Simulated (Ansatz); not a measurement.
Problem. Name a neutral molecule of C, In, N and H with LUMO energy (PBE0/def2-TZVPP) between -0.50 and -0.20 eV and size of the dipole moment (ωB97M-V/def2-TZVPP) between 7.30 and 7.60 D (Ansatz, PBE0-D4/def2-TZVP geometry).

Solution. `CC#[N+][InH3-]` (-0.29 eV, 7.33 D). Other molecules can fit too; these were computed, each in one conformer that needn't be the lowest.
